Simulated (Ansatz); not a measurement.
`[SiH3][SiH2]Cl` + `BNC=C` → `BN(C=C)[SiH2][SiH3]` + HCl at 298.15 K and 1 bar (ligand exchange at the Si–Cl bond).

Program: Ansatz. Geometries: PBE0-D4/def2-TZVP. ΔE: electronic, gas phase. CBS: MP2 limit from def2 TZ/QZ plus the TZ coupled-cluster correction, frozen cores. This one scheme is used for every species. One conformer a species, not always the lowest.

```csv
species,CCSD(T)/CBS energy (Eh),H − E (kJ/mol),S (J/(mol·K))
`[SiH3][SiH2]Cl`,-1040.97629,131.4,323.3
`BNC=C`,-159.21916,230.1,284.8
`BN(C=C)[SiH2][SiH3]`,-739.79097,326.0,396.3
HCl,-460.38127,26.6,186.8
```

H − E and S are ideal-gas, rigid-rotor, harmonic terms from PBE0-D4/def2-TZVP, for one conformer and one mirror image of each species. 1 Eh = 2625.50 kJ/mol, R = 8.31446 J/(mol·K).

Question: By hand: ΔE, ΔH, ΔS and ΔG.

Answer: ΔE = (-739.79097) + (-460.38127) − (-1040.97629) − (-159.21916) = 0.02321 Eh = 60.9 kJ/mol. Δ(H − E) = 326.0 + 26.6 − 131.4 − 230.1 = -8.9, so ΔH = 52.0 kJ/mol. ΔS = 396.3 + 186.8 − 323.3 − 284.8 = -25.0 J/(mol·K). ΔG = 52.0 − 298.15 × (-25.0)/1000 = 59.5 kJ/mol.

Question: By hand: the equilibrium constant, and the temperature at which ΔG would vanish if ΔH and ΔS stayed fixed.

Answer: log₁₀ K = −ΔG/(RT ln 10) = -10.4. ΔH and −TΔS have one sign here, so there is no such temperature.

ΔH outweighs TΔS. A doubt of 5 kJ/mol in ΔE shifts log₁₀ K by 0.9 here. Other conformers and mirror images would add mixing entropy, several J/(mol·K) or more a flexible species. Modes under 60 cm⁻¹, often nearly free rotors, make the harmonic entropy too high. These are equilibria of isolated gas molecules and say nothing of rates. Largest T1 diagnostic: 0.014 (customary marks: 0.02 for closed shells, 0.045 for open ones).
